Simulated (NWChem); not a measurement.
All runs are NWChem calculations. System: C$_{4}$H$_{3}$S, charge 0, spin multiplicity 2, at a geometry optimised with UPBE0/def2-SVP. The structure started from a generated list of species. Its SCF solution wasn't tested for a lower state. Level: G0W0@UPBE0/def2-TZVP, RI basis def2-tzvp-rifit.

Input file:

```
start mol
memory heap 200 mb stack 700 mb global 1700 mb
geometry units angstroms nocenter noautoz
  C      0.144219     1.237870     0.000000
  C      1.360220     0.634513     0.000000
  C      1.184231    -0.788777     0.000000
  C     -0.130525    -1.172853     0.000000
  S     -1.196612     0.191998     0.000000
  H      2.323832     1.145178     0.000000
  H      2.013550    -1.498964     0.000000
  H     -0.540460    -2.182698     0.000000
  symmetry group Cs
end
basis spherical
  * library def2-tzvp
end
basis "ri basis" bse spherical
  * library def2-tzvp-rifit
end
dft
  xc pbe0
  odft
  mult 2
  iterations 100
  direct
  tolerances tight
end
task dft energy
gw
  method cdgw
  states alpha occ 4 vir 2
  states beta occ 4 vir 2
end
task dft gw
```

NWChem printed:

```
             Northwest Computational Chemistry Package (NWChem) 7.3.0
             --------------------------------------------------------

                                NWChem Input Module
                                -------------------

 Scaling coordinates for geometry "geometry" by  1.889725989
 (inverse scale =  0.529177249)

 Turning off AUTOSYM since
 SYMMETRY directive was detected!

                             Geometry "geometry" -> ""
                             -------------------------

 Output coordinates in angstroms (scale by  1.889725989 to convert to a.u.)

  No.       Tag          Charge          X              Y              Z
 ---- ---------------- ---------- -------------- -------------- --------------
    1 C                    6.0000     0.14421900     1.23787000     0.00000000
    2 C                    6.0000     1.36022000     0.63451300     0.00000000
    3 C                    6.0000     1.18423100    -0.78877700     0.00000000
    4 C                    6.0000    -0.13052500    -1.17285300     0.00000000
    5 S                   16.0000    -1.19661200     0.19199800     0.00000000
    6 H                    1.0000     2.32383200     1.14517800     0.00000000
    7 H                    1.0000     2.01355000    -1.49896400     0.00000000
    8 H                    1.0000    -0.54046000    -2.18269800     0.00000000

 Effective nuclear repulsion energy (a.u.)     192.3610301742

            Nuclear Dipole moment (a.u.)
            ----------------------------
        X                 Y               Z
 ---------------- ---------------- ----------------
     0.0000000000     0.0000037795     0.0000000000

      Symmetry information
      --------------------

 Group name             Cs
 Group number              2
 Group order               2
 No. of unique centers     8

      Symmetry unique atoms

     1    2    3    4    5    6    7    8


 Summary of "ao basis" -> "" (spherical)
 ------------------------------------------------------------------------------
       Tag                 Description            Shells   Functions and Types
 ---------------- ------------------------------  ------  ---------------------
 *                         def2-tzvp                  on all atoms

 new library libraries.bse/

 Summary of "ri basis" -> "" (spherical)
 ------------------------------------------------------------------------------
       Tag                 Description            Shells   Functions and Types
 ---------------- ------------------------------  ------  ---------------------
 *                      def2-tzvp-rifit               on all atoms

                                 NWChem DFT Module
                                 -----------------

 Summary of "ao basis" -> "ao basis" (spherical)
 ------------------------------------------------------------------------------
       Tag                 Description            Shells   Functions and Types
 ---------------- ------------------------------  ------  ---------------------
 C                         def2-tzvp                11       31   5s3p2d1f
 S                         def2-tzvp                13       37   5s5p2d1f
 H                         def2-tzvp                 4        6   3s1p

 Summary of "ao basis" -> "ao basis" (spherical)
 ------------------------------------------------------------------------------
       Tag                 Description            Shells   Functions and Types
 ---------------- ------------------------------  ------  ---------------------
 C                         def2-tzvp                11       31   5s3p2d1f
 S                         def2-tzvp                13       37   5s5p2d1f
 H                         def2-tzvp                 4        6   3s1p

      Symmetry analysis of basis
      --------------------------

        a'        124
        a"         55

            General Information
            -------------------
          SCF calculation type: DFT
          Wavefunction type:  spin polarized.
          No. of atoms     :     8
          No. of electrons :    43
           Alpha electrons :    22
            Beta electrons :    21
          Charge           :     0
          Spin multiplicity:     2
          Use of symmetry is: on ; symmetry adaption is: on
          Maximum number of iterations: 100
          This is a Direct SCF calculation.
          AO basis - number of functions:   179
                     number of shells:    69
          Convergence on energy requested:  1.00D-06
          Convergence on density requested:  1.00D-05
          Convergence on gradient requested:  5.00D-04

              XC Information
              --------------
                         PBE0 Method XC Functional
                     Hartree-Fock (Exact) Exchange  0.250
          PerdewBurkeErnzerhof Exchange Functional  0.750
            Perdew 1991 LDA Correlation Functional  1.000 local
           PerdewBurkeErnz. Correlation Functional  1.000 non-local

             Grid Information
             ----------------
          Grid used for XC integration:  medium
          Radial quadrature: Mura-Knowles
          Angular quadrature: Lebedev.
          Tag              B.-S. Rad. Rad. Pts. Rad. Cut. Ang. Pts.
          ---              ---------- --------- --------- ---------
          C                   0.70       49          11.0       434
          S                   1.00       88          11.0       590
          H                   0.35       45          12.0       434
          Grid pruning is: on
          Number of quadrature shells:   419
          Spatial weights used:  Erf1
[...]
     4      0.159019  1 C  s                176     -0.145704  8 H  s
   105     -0.144332  4 C  px               128     -0.134583  5 S  s

 Vector   23  Occ=0.000000D+00  E=-1.102369D-02  Symmetry=a"
              MO Center=  3.0D-02, -7.0D-02,  3.1D-16, r^2= 3.6D+00
   Bfn.  Coefficient  Atom+Function         Bfn.  Coefficient  Atom+Function
  ----- ------------  ---------------      ----- ------------  ---------------
   107      0.469514  4 C  pz               144     -0.459854  5 S  pz
    14      0.387524  1 C  pz                76     -0.348868  3 C  pz
     8      0.250947  1 C  pz               101      0.250390  4 C  pz
   104      0.240210  4 C  pz                11      0.238728  1 C  pz
   141     -0.230986  5 S  pz                70     -0.184905  3 C  pz

 Vector   24  Occ=0.000000D+00  E= 2.850564D-02  Symmetry=a'
              MO Center= -1.1D+00,  4.5D-02, -1.4D-15, r^2= 3.2D+00
   Bfn.  Coefficient  Atom+Function         Bfn.  Coefficient  Atom+Function
  ----- ------------  ---------------      ----- ------------  ---------------
    98     -1.921932  4 C  s                  5      1.839130  1 C  s
    67      1.494964  3 C  s                 36     -1.401646  2 C  s
   143     -1.147501  5 S  py                43      0.640603  2 C  px
    13     -0.522042  1 C  py                74     -0.518446  3 C  px
     4      0.476234  1 C  s                 97     -0.449643  4 C  s

   alpha - beta orbital overlaps
   -----------------------------

   alpha      1      2      3      4      5      6      7      8      9     10
    beta      1      2      3      4      5      6      7      8      9     10
 overlap   1.000  1.000  1.000  0.983  0.983  1.000  0.999  0.999  1.000  0.998

   alpha     11     12     13     14     15     16     17     18     19     20
    beta     11     12     13     14     15     16     17     18     19     22
 overlap   0.999  0.993  0.996  0.969  0.958  0.995  0.998  0.998  0.999  0.964

   alpha     21     22     23     24     25     26     27     28     29     30
    beta     20     21     23     24     25     26     27     28     29     30
 overlap   0.992  0.985  0.989  0.997  0.992  0.999  0.978  0.839  0.823  0.994

   alpha     31     32     33     34     35     36     37     38     39     40
    beta     31     32     34     33     35     36     37     38     39     40
 overlap   0.919  0.954  0.951  0.998  0.860  0.795  0.960  0.963  0.946  0.998

   alpha     41     42     43     44     45     46     47     48     49     50
    beta     42     41     43     44     45     46     47     48     49     50
 overlap   0.985  0.827  0.825  0.983  0.989  0.955  0.959  0.987  0.989  0.978

   alpha     51     52     53     54     55     56     57     58     59     60
    beta     51     52     53     54     56     55     57     58     59     60
 overlap   0.981  0.997  0.994  0.998  0.975  0.998  0.987  0.985  0.993  0.998

   alpha     61     62     63     64     65     66     67     68     69     70
    beta     61     62     63     65     64     66     67     68     69     70
 overlap   0.998  0.997  0.994  0.977  0.998  0.987  0.977  0.991  0.988  0.942

   alpha     71     72     73     74     75     76     77     78     79     80
    beta     72     71     73     74     75     76     77     78     79     81
 overlap   0.949  0.995  0.994  0.977  0.963  0.883  0.938  0.997  0.999  0.725

   alpha     81     82     83     84     85     86     87     88     89     90
    beta     80     83     82     84     85     86     87     88     89     90
 overlap   0.994  0.723  0.987  0.994  0.999  0.982  0.981  0.996  0.990  0.980

   alpha     91     92     93     94     95     96     97     98     99    100
    beta     91     92     93     94     95     96     97     98     99    100
 overlap   0.995  0.996  0.991  0.999  0.995  0.999  0.999  1.000  1.000  0.998

   alpha    101    102    103    104    105    106    107    108    109    110
    beta    101    102    103    104    105    106    107    108    109    110
 overlap   0.992  1.000  1.000  0.984  0.987  1.000  0.998  0.998  0.999  1.000

   alpha    111    112    113    114    115    116    117    118    119    120
    beta    111    112    113    114    116    115    117    118    119    120
 overlap   0.999  0.997  0.996  0.996  0.998  0.998  0.993  0.992  0.997  0.997

   alpha    121    122    123    124    125    126    127    128    129    130
    beta    121    122    123    124    125    126    127    128    129    130
 overlap   0.995  0.994  0.997  0.992  0.977  0.979  0.997  0.916  0.916  0.998

   alpha    131    132    133    134    135    136    137    138    139    140
    beta    131    132    134    133    135    136    137    138    139    140
 overlap   0.978  0.982  0.957  0.981  0.949  0.964  0.997  0.980  0.958  0.972

   alpha    141    142    143    144    145    146    147    148    149    150
    beta    141    142    143    144    145    146    147    148    149    150
 overlap   0.926  0.984  0.941  0.916  0.987  0.926  0.990  0.967  0.993  0.978

   alpha    151    152    153    154    155    156    157    158    159    160
    beta    151    152    153    154    155    156    157    158    159    160
 overlap   0.997  0.986  0.979  0.967  0.993  0.999  1.000  0.998  0.991  0.989

   alpha    161    162    163    164    165    166    167    168    169    170
    beta    161    162    163    164    165    166    167    168    169    170
 overlap   0.991  0.987  0.994  0.998  0.999  0.999  0.999  1.000  0.999  1.000

   alpha    171    172    173    174    175    176    177    178    179
    beta    171    172    173    174    175    176    177    178    179
 overlap   1.000  1.000  1.000  1.000  1.000  1.000  1.000  1.000  1.000

     --------------------------
     Expectation value of S2:
     --------------------------
      <S2> =      0.7642 (Exact =     0.7500)

 center of mass
 --------------
 x =  -0.08501468 y =   0.05717929 z =   0.00000000

 moments of inertia (a.u.)
 ------------------
         202.416545251815          11.699964289727           0.000000000000
          11.699964289727         338.966830664659           0.000000000000
           0.000000000000           0.000000000000         541.383375916474

     Multipole analysis of the density
     ---------------------------------

     L   x y z        total         alpha         beta         nuclear
     -   - - -        -----         -----         ----         -------
     0   0 0 0     -0.000000    -22.000000    -21.000000     43.000000

     1   1 0 0      0.230717      0.037025      0.193692      0.000000
     1   0 1 0     -0.377446     -1.582310      1.204861      0.000004
     1   0 0 1     -0.000000     -0.000000     -0.000000      0.000000

     2   2 0 0    -24.237255   -106.090342   -105.268486    187.121573
     2   1 1 0      0.531996      2.536072      2.601762     -4.605837
     2   1 0 1     -0.000000     -0.000000     -0.000000      0.000000
     2   0 2 0    -24.823942    -75.740150    -65.173383    116.089591
     2   0 1 1      0.000000      0.000000      0.000000      0.000000
     2   0 0 2    -29.238646    -14.938200    -14.300446      0.000000

 Task  times  cpu:      104.8s     wall:      104.8s

                                NWChem Input Module
                                -------------------

                                 NWChem GW Module
                                 ----------------

                             ***********************
                             ***        GW       ***
                             ***********************

 Summary of "ri basis" -> "ri basis" (spherical)
 ------------------------------------------------------------------------------
       Tag                 Description            Shells   Functions and Types
 ---------------- ------------------------------  ------  ---------------------
 C                      def2-tzvp-rifit             22       76   8s6p4d3f1g
 S                      def2-tzvp-rifit             29      113   9s7p6d5f2g
 H                      def2-tzvp-rifit              7       15   4s2p1d

                 Memory Information
                 ------------------
          Available GA per process is          1699.5 MBs
          Available stack per process is        700.0 MBs
          Available heap per process is           0.0 MBs

          Peak memory in Initialization
              Peak GA per process is                 31.7 MBs
              Peak stack per process is               0.4 MBs
              Peak heap per process is               32.0 MBs
              Memory not in MA per process            0.0 MBs

          Peak memory in CDGW Calculation
              Peak GA per process is                 34.9 MBs
              Peak stack per process is               3.3 MBs
              Peak heap per process is                5.2 MBs
              Memory not in MA per process            0.1 MBs

          Computing 2-center integrals
          Computing Inverse Cholesky factor
          Computing 3-center integrals
          Computing Vxc

          Computing Sigma_x
          Computing W(iw) on the imaginary grid
          Solving quasiparticle equations

                  Alpha Orbitals
          State     Energy (eV)     Error (eV)
          -----------------------------------
@GW        19        -12.126           0.002
@GW        20        -10.108           0.004
@GW        21         -9.257           0.004
@GW        22         -9.001           0.001
@GW        23          1.397           0.002
@GW        24          2.678           0.005

                   Beta Orbitals
          State     Energy (eV)     Error (eV)
          -----------------------------------
@GW        18        -12.384           0.003
@GW        19        -12.035           0.002
@GW        20         -9.281           0.004
@GW        21         -8.729           0.001
@GW        22         -1.396           0.004
@GW        23          1.715           0.004

     GW Timing Statistics
   ------------------------
   Init.   :          0.1s
     ERIs  :          4.3s
     Distr.:          0.1s
     Vxc   :          8.5s
   Vmo     :          0.0s
   iW      :         11.1s
   I_n     :          0.0s
   R_n     :          4.2s
   GW total:         28.3s

 Task  times  cpu:       28.3s     wall:       28.3s

 Total times  cpu:      133.2s     wall:      133.2s
```
